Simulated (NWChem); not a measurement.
**Correlation energy of hydrogen selenide (H$_{2}$Se)**

```xyz
3

Se     0.0000     0.0000    -0.0571
H      1.0502     0.0000     0.9703
H     -1.0502     0.0000     0.9703
```
Charge 0, spin multiplicity 1.

All runs are NWChem calculations. The geometry was optimised at PBE0/def2-SVP, a minimum by its harmonic frequencies.

Basis set: def2-SVP. Each correlation energy counts from its own Hartree-Fock reference.

The Hamiltonian is non-relativistic. The correlated methods keep 9 core orbitals frozen. Coupled-cluster values serve here as a point of comparison, not as the truth.

| method | correlation energy (mHa) |
|---|---|
| MP2 | -247.7 |
| SCS-MP2 | -235.8 |
| CR-CCSD[T] | [?] |
| CR-CCSD(T) | [?] |
| CCSD | -260.1 |
| CCSD+T(CCSD) | -266.1 |
| CCSD(T) | [?] |

Q: What belongs in the gaps?

A: 
- CR-CCSD[T], correlation energy (mHa): -265.2
- CR-CCSD(T), correlation energy (mHa): -264.9
- CCSD(T), correlation energy (mHa): -265.8
